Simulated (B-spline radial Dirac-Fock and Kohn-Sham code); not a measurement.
**Dipole and non-dipole photoemission parameters of Sr²⁺ 3d5/2**

System: the Sr²⁺ ion in the configuration [Ar] 3d10 4s2 4p6; threshold 157.3 eV (orbital energy of the model). These are calculated numbers from a radial finite-basis atomic code; the model is Dirac-Hartree-Slater photoionisation with a Latter tail; cross sections with all multipoles, angular parameters from the dipole term and its interference with E2.

For linearly polarised light dσ/dΩ = σ/(4π) [1 + β P₂(cos θ) + (δ + γ cos²θ) sin θ cos φ], with θ from the polarisation vector and φ the angle between the beam and the projection of the electron momentum on the plane normal to the polarisation.

```csv
hν (eV),σ (kb),β,γ,δ
173,2130,0.330,0.002,0.002
241,3040,0.450,-0.022,0.013
245,3020,0.474,-0.022,0.013
300,2450,0.735,-0.015,0.018
341,1980,0.861,-0.006,0.021
392,1530,0.970,0.011,0.025
432,1250,1.032,0.025,0.027
600,569,1.170,0.097,0.036
638,486,1.185,0.114,0.038
900,188,1.219,0.234,0.049
1253.6,69.8,1.187,0.379,0.064
1590,?,?,?,?
1660,28.5,1.124,0.518,0.082
1870,19.2,1.090,0.579,0.091
2000,15.4,1.069,0.614,0.097
2280,9.82,1.025,0.683,0.110
2640,5.89,0.973,0.759,0.127
4000,1.30,0.817,0.964,0.189
5890,0.297,0.673,1.134,0.271
7140,0.139,0.607,1.209,0.321
7210,0.134,0.603,1.213,0.324
8047.8,0.0861,0.567,1.252,0.357
8550,0.0674,0.547,1.273,0.376
8690,0.0631,0.542,1.278,0.381
9251.7,0.0489,0.522,1.298,0.402
```

Task: Give the values at 1590 eV.

Result: σ = 32.8 kb, β = 1.136, γ = 0.496, δ = 0.079.
